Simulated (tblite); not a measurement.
A geometry optimisation, step by step.

Species: C5H5BrF (doublet state).
Numbering: `[F:1][C:2]1=[C:3]([Br:4])[CH:5][CH2:6][CH2:7]1` (hydrogens: H8 on C5; H9, H10 on C6; H11, H12 on C7)
Bond orders are those of one Lewis drawing.

Computed with GFN2-xTB (tblite), gas phase: L-BFGS steps from a force-field or distance-geometry start until the largest atomic force falls under 0.01 eV/Å. 14 of its 54 geometries are shown.

Step 0: E = -597.5362 eV, largest atomic force 4.078 eV/Å
```
atom  x, y, z in Å  |  force x, y, z in eV/Å
F1      0.013    2.519    0.262   -0.090  -1.002  -0.259
C2      0.061    1.198   -0.039    0.155   0.467  -0.333
C3      1.180    0.447   -0.249   -0.443  -1.092  -0.925
Br4     2.976    1.141   -0.214   -0.617  -0.370  -0.166
C5      0.740   -0.957   -0.526    1.761   1.685   3.269
C6     -0.515   -1.000    0.341   -0.234  -0.009  -1.608
C7     -1.147    0.307   -0.158   -0.037   0.195   0.765
H8      1.502   -1.692   -0.256   -0.211  -0.066  -0.863
H9     -0.271   -0.812    1.390   -0.047  -0.779  -0.017
H10    -1.165   -1.861    0.137    0.311   0.114   0.399
H11    -1.972    0.600    0.490   -0.163   0.283  -0.442
H12    -1.401    0.108   -1.204   -0.385   0.574   0.179
```

Step 4: E = -598.2754 eV, largest atomic force 0.724 eV/Å
```
atom  x, y, z in Å  |  force x, y, z in eV/Å
F1      0.007    2.486    0.240   -0.073   0.303  -0.177
C2      0.052    1.197   -0.080    0.008   0.294  -0.067
C3      1.187    0.449   -0.298   -0.141  -0.276   0.391
Br4     2.932    1.109   -0.243    0.455   0.203  -0.253
C5      0.855   -0.894   -0.270    0.219  -0.289  -0.175
C6     -0.518   -0.991    0.300   -0.012  -0.074   0.348
C7     -1.151    0.324   -0.137   -0.050  -0.137  -0.034
H8      1.522   -1.727   -0.334    0.169  -0.014  -0.111
H9     -0.302   -0.905    1.365   -0.425  -0.248   0.531
H10    -1.134   -1.868    0.147    0.165  -0.182  -0.370
H11    -1.999    0.637    0.462    0.002   0.168   0.038
H12    -1.448    0.182   -1.178   -0.316   0.250  -0.121
```

Step 8: E = -598.4292 eV, largest atomic force 0.398 eV/Å
```
atom  x, y, z in Å  |  force x, y, z in eV/Å
F1     -0.008    2.521    0.187    0.011  -0.220  -0.287
C2      0.055    1.214   -0.101    0.125  -0.235   0.188
C3      1.196    0.436   -0.235    0.215   0.212   0.071
Br4     2.976    1.128   -0.307   -0.235  -0.062  -0.145
C5      0.891   -0.913   -0.201   -0.166   0.151   0.135
C6     -0.513   -1.008    0.338   -0.087   0.053  -0.120
C7     -1.154    0.322   -0.135    0.134   0.036   0.092
H8      1.562   -1.740   -0.376   -0.167   0.264   0.146
H9     -0.405   -0.986    1.440   -0.276  -0.049  -0.282
H10    -1.083   -1.897    0.076    0.112   0.032  -0.181
H11    -1.997    0.676    0.462    0.217  -0.034   0.140
H12    -1.518    0.247   -1.175    0.117  -0.148   0.243
```

Step 12: E = -598.5323 eV, largest atomic force 0.304 eV/Å
```
atom  x, y, z in Å  |  force x, y, z in eV/Å
F1     -0.017    2.512    0.069    0.026   0.279  -0.117
C2      0.081    1.193   -0.070   -0.151   0.229   0.028
C3      1.233    0.448   -0.167   -0.251  -0.053  -0.118
Br4     2.970    1.135   -0.397    0.122   0.038  -0.027
C5      0.897   -0.889   -0.114    0.143  -0.158   0.094
C6     -0.527   -1.018    0.336    0.077  -0.088  -0.041
C7     -1.132    0.324   -0.105   -0.109  -0.013   0.084
H8      1.555   -1.692   -0.367    0.062  -0.194   0.201
H9     -0.557   -1.065    1.438    0.039  -0.072  -0.172
H10    -1.020   -1.913   -0.036   -0.090   0.089  -0.166
H11    -1.942    0.703    0.509   -0.017  -0.011   0.298
H12    -1.541    0.262   -1.121    0.149  -0.046  -0.064
```

Step 16: E = -598.5895 eV, largest atomic force 0.288 eV/Å
```
atom  x, y, z in Å  |  force x, y, z in eV/Å
F1     -0.017    2.549   -0.040    0.008  -0.080  -0.056
C2      0.074    1.216   -0.047    0.095  -0.097  -0.131
C3      1.220    0.455   -0.153    0.136   0.053  -0.061
Br4     2.969    1.139   -0.458   -0.152  -0.047   0.060
C5      0.919   -0.889   -0.039   -0.072   0.124  -0.169
C6     -0.525   -1.033    0.317   -0.094   0.116   0.040
C7     -1.131    0.331   -0.065    0.071   0.075  -0.003
H8      1.564   -1.700   -0.305    0.108  -0.043   0.239
H9     -0.644   -1.141    1.398    0.127  -0.211   0.149
H10    -0.998   -1.897   -0.149   -0.048   0.101  -0.106
H11    -1.908    0.706    0.603   -0.049  -0.170  -0.071
H12    -1.524    0.264   -1.088   -0.129   0.181   0.110
```

Step 20: E = -598.6417 eV, largest atomic force 0.360 eV/Å
```
atom  x, y, z in Å  |  force x, y, z in eV/Å
F1     -0.009    2.562   -0.124    0.039  -0.134  -0.013
C2      0.082    1.229   -0.062   -0.058  -0.027  -0.001
C3      1.222    0.459   -0.174   -0.087  -0.092  -0.001
Br4     2.948    1.137   -0.473    0.223   0.077  -0.023
C5      0.916   -0.882   -0.052   -0.033  -0.106   0.124
C6     -0.532   -1.028    0.307    0.133  -0.131  -0.001
C7     -1.123    0.349   -0.032   -0.050  -0.128   0.005
H8      1.590   -1.712   -0.173   -0.037   0.195   0.104
H9     -0.643   -1.237    1.388    0.063  -0.010  -0.354
H10    -1.011   -1.843   -0.245    0.024   0.083   0.124
H11    -1.901    0.660    0.661   -0.004   0.148  -0.028
H12    -1.538    0.306   -1.047   -0.213   0.125   0.064
```

Step 24: E = -598.6743 eV, largest atomic force 0.192 eV/Å
```
atom  x, y, z in Å  |  force x, y, z in eV/Å
F1     -0.001    2.548   -0.265   -0.024  -0.178   0.069
C2      0.085    1.225   -0.069   -0.019   0.093  -0.088
C3      1.228    0.457   -0.165    0.096   0.070   0.025
Br4     2.958    1.145   -0.538   -0.106  -0.074   0.091
C5      0.931   -0.873    0.031    0.030  -0.013  -0.109
C6     -0.530   -1.043    0.283   -0.127  -0.003  -0.042
C7     -1.122    0.352    0.014   -0.078   0.100  -0.063
H8      1.622   -1.686   -0.033    0.113  -0.078   0.064
H9     -0.710   -1.380    1.314    0.016   0.117  -0.108
H10    -0.982   -1.793   -0.372    0.102  -0.038   0.035
H11    -1.869    0.665    0.742    0.119   0.072   0.107
H12    -1.610    0.382   -0.968   -0.123  -0.068   0.019
```

Step 29: E = -598.6990 eV, largest atomic force 0.190 eV/Å
```
atom  x, y, z in Å  |  force x, y, z in eV/Å
F1     -0.006    2.534   -0.280    0.007   0.021   0.024
C2      0.082    1.212   -0.105   -0.034   0.118  -0.134
C3      1.235    0.455   -0.160   -0.137  -0.110  -0.073
Br4     2.956    1.136   -0.516    0.099   0.044   0.067
C5      0.939   -0.879    0.014   -0.082   0.050   0.089
C6     -0.534   -1.040    0.250    0.054  -0.124  -0.001
C7     -1.135    0.360    0.007    0.059  -0.089   0.003
H8      1.653   -1.682    0.041   -0.103   0.044  -0.022
H9     -0.711   -1.381    1.277   -0.020   0.045  -0.017
H10    -0.964   -1.803   -0.406    0.019   0.077   0.005
H11    -1.821    0.695    0.792    0.133  -0.066  -0.024
H12    -1.693    0.394   -0.939    0.005  -0.010   0.083
```

Step 33: E = -598.7135 eV, largest atomic force 0.141 eV/Å
```
atom  x, y, z in Å  |  force x, y, z in eV/Å
F1     -0.009    2.537   -0.322   -0.014  -0.052  -0.023
C2      0.077    1.212   -0.166    0.006  -0.055  -0.041
C3      1.226    0.452   -0.179    0.100   0.077  -0.030
Br4     2.961    1.134   -0.494    0.040   0.011   0.049
C5      0.939   -0.876    0.042   -0.001   0.012  -0.035
C6     -0.532   -1.053    0.225   -0.051   0.116   0.062
C7     -1.129    0.354    0.011   -0.047   0.063  -0.009
H8      1.656   -1.667    0.119   -0.001  -0.033  -0.043
H9     -0.739   -1.409    1.238   -0.058  -0.082  -0.007
H10    -0.943   -1.790   -0.471    0.024   0.043   0.044
H11    -1.742    0.695    0.848    0.011  -0.039   0.063
H12    -1.764    0.410   -0.878   -0.011  -0.062  -0.032
```

Step 37: E = -598.7190 eV, largest atomic force 0.050 eV/Å
```
atom  x, y, z in Å  |  force x, y, z in eV/Å
F1     -0.013    2.529   -0.365   -0.012   0.009  -0.045
C2      0.077    1.207   -0.199    0.003   0.018  -0.004
C3      1.233    0.455   -0.187   -0.040  -0.016   0.025
Br4     2.972    1.137   -0.486   -0.016  -0.007   0.038
C5      0.940   -0.868    0.063    0.020  -0.018  -0.013
C6     -0.536   -1.048    0.220    0.041  -0.022   0.006
C7     -1.130    0.359    0.019    0.028  -0.020   0.016
H8      1.656   -1.659    0.159   -0.012  -0.018  -0.039
H9     -0.775   -1.449    1.210    0.004   0.006  -0.016
H10    -0.923   -1.768   -0.509    0.011   0.043   0.008
H11    -1.698    0.691    0.892   -0.023   0.044  -0.002
H12    -1.802    0.413   -0.843   -0.005  -0.019   0.026
```

Step 41: E = -598.7209 eV, largest atomic force 0.051 eV/Å
```
atom  x, y, z in Å  |  force x, y, z in eV/Å
F1     -0.017    2.529   -0.384    0.005  -0.019  -0.031
C2      0.076    1.208   -0.205   -0.012  -0.020   0.025
C3      1.231    0.456   -0.183    0.031   0.009  -0.004
Br4     2.972    1.137   -0.474    0.001   0.004   0.024
C5      0.943   -0.867    0.068    0.002  -0.018   0.012
C6     -0.532   -1.048    0.224   -0.045   0.021  -0.004
C7     -1.128    0.360    0.025   -0.025   0.012  -0.007
H8      1.653   -1.666    0.145    0.003   0.021  -0.015
H9     -0.785   -1.456    1.206    0.046  -0.002   0.021
H10    -0.915   -1.757   -0.513   -0.016  -0.021  -0.033
H11    -1.693    0.700    0.898    0.009   0.007  -0.014
H12    -1.805    0.404   -0.833    0.000   0.006   0.025
```

Step 45: E = -598.7218 eV, largest atomic force 0.035 eV/Å
```
atom  x, y, z in Å  |  force x, y, z in eV/Å
F1     -0.018    2.522   -0.414    0.001   0.002  -0.019
C2      0.075    1.204   -0.213    0.003   0.011  -0.004
C3      1.232    0.455   -0.183   -0.012  -0.004   0.008
Br4     2.973    1.137   -0.462    0.010   0.009   0.013
C5      0.943   -0.867    0.074    0.000   0.010  -0.002
C6     -0.534   -1.048    0.218    0.010  -0.014  -0.011
C7     -1.129    0.361    0.032    0.008  -0.007   0.010
H8      1.656   -1.662    0.161   -0.006  -0.001  -0.012
H9     -0.786   -1.471    1.194    0.000  -0.001   0.012
H10    -0.909   -1.746   -0.535   -0.015  -0.010   0.010
H11    -1.677    0.706    0.912    0.006  -0.008   0.027
H12    -1.824    0.408   -0.810   -0.005   0.014  -0.032
```

Step 49: E = -598.7223 eV, largest atomic force 0.026 eV/Å
```
atom  x, y, z in Å  |  force x, y, z in eV/Å
F1     -0.019    2.522   -0.416   -0.001   0.003  -0.009
C2      0.075    1.205   -0.211    0.002   0.004   0.005
C3      1.231    0.455   -0.181    0.008   0.009  -0.003
Br4     2.974    1.139   -0.448   -0.002   0.004   0.005
C5      0.941   -0.868    0.068    0.005  -0.005  -0.009
C6     -0.534   -1.048    0.221   -0.002   0.004  -0.002
C7     -1.130    0.361    0.030    0.005   0.003  -0.003
H8      1.653   -1.665    0.141    0.006  -0.002   0.002
H9     -0.775   -1.464    1.203   -0.014   0.001  -0.013
H10    -0.917   -1.750   -0.524   -0.008  -0.020   0.015
H11    -1.681    0.705    0.910   -0.002  -0.011  -0.011
H12    -1.818    0.407   -0.819    0.003   0.010   0.023
```

Step 53: E = -598.7225 eV, largest atomic force 0.007 eV/Å
```
atom  x, y, z in Å  |  force x, y, z in eV/Å
F1     -0.019    2.521   -0.424   -0.001   0.000  -0.001
C2      0.075    1.206   -0.211    0.000  -0.004   0.001
C3      1.232    0.456   -0.181   -0.001  -0.006  -0.003
Br4     2.975    1.141   -0.442   -0.002   0.002   0.001
C5      0.941   -0.868    0.065    0.000  -0.002   0.002
C6     -0.534   -1.049    0.219    0.001   0.002   0.001
C7     -1.129    0.361    0.031   -0.001   0.000  -0.002
H8      1.654   -1.665    0.141    0.002   0.000  -0.001
H9     -0.775   -1.464    1.201   -0.001   0.004   0.001
H10    -0.920   -1.754   -0.523    0.003   0.003  -0.001
H11    -1.678    0.703    0.912   -0.001  -0.003   0.002
H12    -1.821    0.411   -0.815    0.000   0.004   0.000
```

**Question.** Summarise the path.

**Answer.** The energy falls by 27.36 kcal/mol from step 0 to step 53; nine tenths of that is first reached at step 18. It falls at every step. The largest force goes from 4.078 to 0.007 eV/Å. Among the bonds C3–C5 changes most, from 1.498 to 1.377 Å; the atoms move by 0.509 Å rms after alignment.

What follows is the cost of the whole relaxation. On one thread of an Arm Neoverse V1, shared host with 32 logical CPUs at a one-minute load of 59, this took 0.32 s of wall time.
